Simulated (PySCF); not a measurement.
Cu(F) cation (CuF), SMILES [F][Cu] (connectivity only; charge and spin as stated), charge +1, multiplicity 2. Atoms are numbered in the order given.

```xyz
2

Cu     0.0000     0.0000    -0.3997
F      0.0000     0.0000     1.2880
```
Charge +1, spin multiplicity 2.

Geometry optimised at PBE0-D3(BJ)/def2-TZVPD. The spin state was assumed, not searched.

Computed with M06-2X/def2-TZVPD in PySCF.

Mulliken values depend strongly on the basis, most of all with diffuse functions as here. ESP charges are fitted to the potential on shells at 1.4 to 2.0 van der Waals radii. Atomic charges (e):

```tsv
atom	Mulliken	ESP fit	Mulliken spin
Cu1	1.59	1.46	0.74
F2	-0.59	-0.46	0.26
```
